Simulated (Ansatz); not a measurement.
Two isomers of CH9NOSi2: A = `NC([SiH3])[SiH2]O`, B = `C[SiH2][SiH](N)O`.

Gas-phase electronic energies from Ansatz, PBE0-D4/def2-TZVP geometries. CCSD(T)/CBS adds triple-zeta CCSD(T) − MP2 to the extrapolated MP2 energy (def2 sets, frozen cores). DFT in def2-TZVPP. B3LYP here is the variant with VWN-RPA as its local correlation; programs differ in this. One conformer a species, not always the lowest.

Question: Which is lower in electronic energy at CCSD(T)/CBS, and by how much? (Estimate.)

Answer: Computed: B, by 153.9 kJ/mol.

Question: Give E(B) − E(A) in kJ/mol with CCSD/def2-TZVPP, B3LYP, B2PLYP, ωB97M-V, r2SCAN-D4, HF/def2-TZVPP, MP2/def2-TZVPP. (Best estimate.)

Answer: The calculation gave: CCSD/def2-TZVPP -151.7, B3LYP -157.4, B2PLYP -155.3, ωB97M-V -148.9, r2SCAN-D4 -157.6, HF/def2-TZVPP -155.0, MP2/def2-TZVPP -151.2. None reverses the order clearly.

Largest T1 diagnostic: 0.011.

In def2-TZVPP, CCSD(T) changes the Hartree–Fock value by +4.7 kJ/mol (the triples alone add +1.3 kJ/mol) and MP2 by +3.7 kJ/mol. The D4 term adds +3.7 kJ/mol with B3LYP and +1.8 kJ/mol with PBE0; it sums over pairs of atoms, weighted by their polarisabilities, and B3LYP, whose exchange is more repulsive, gets the larger term.
